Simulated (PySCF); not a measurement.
**Structure elucidation problem**

An unknown has the formula C$_{6}$H$_{5}$F$_{3}$O. Its calculated NMR data are:

1H NMR (600 MHz, computed): δ 7.81 (m, 1H), 7.36 (m, 1H), 2.42 (s, 3H).

13C{1H} NMR (computed): δ 148.4 (CH), 145.5 (CH), 132.6 (C), 128.5 (C), 126.7 (C), 10.3 (CH3).

Equivalent nuclei averaged, a single conformation, relativity neglected, isolated molecule. GFN2-xTB structure; shielding tensors at PBE0/pcSseg-1 (GIAO); PySCF.

References, each an isolated molecule treated in the same way: 1H, 13C against TMS.

**Question.** Which of these isomers gave the spectra?
A. FC(F)(F)OC1=CCC=C1
B. Cc1cocc1C(F)(F)F
C. C=C1OC(C(F)F)=C1CF
D. FC1=C[C@H](C(F)F)C=CO1
E. C=CC(=C)C(=O)C(F)(F)F

**Answer.** B. 

- The formula gives 3 degrees of unsaturation (1 ring in the answer).
- 6 carbon signals for 6 carbons: no two carbons are equivalent.
- Carbon types of the structure: 3 × C, 2 × CH, 1 × CH3, which accounts for all hydrogens.
- δC 148.4, 145.5: aromatic CH next to the ring oxygen.
- δC 132.6: CF3 carbon; 3 electronegative neighbours deshield it.
- δC 128.5, 126.7: substituted aromatic carbon.
- δC 10.3: methyl carbon on an aromatic ring; a saturated carbon with 1 carbon neighbour and no heteroatom attached.
- δH 7.81, 7.36: hydrogen on an aromatic CH next to the ring oxygen; ring-current deshielding.

The others: FC1=C[C@H](C(F)F)C=CO1 would give 5 signals for carbon-bound and other non-exchanging H, not 3; FC(F)(F)OC1=CCC=C1 would give 4 signals for carbon-bound and other non-exchanging H, not 3; C=C1OC(C(F)F)=C1CF would give 4 signals for carbon-bound and other non-exchanging H, not 3; C=CC(=C)C(=O)C(F)(F)F would give 5 signals for carbon-bound and other non-exchanging H, not 3.

Splittings by 19F in the carbon and heteronuclear signals aren't shown, as no couplings were computed. Shifts are as computed. Against solution values, carbons near 30 ppm lie about +3 ppm off and those near 130 ppm about +5 ppm. Of 1211 compounds with measured shifts, 218 miss one by over three times the rms of a fit or turn the order of signals round; such compounds aren't used in these exercises. No couplings were computed; multiplicities are counted from neighbouring protons, with m where these are inequivalent, close in shift, in a saturated or five-membered ring or joined by F or P, and br s for small geminal =CH2 splittings.
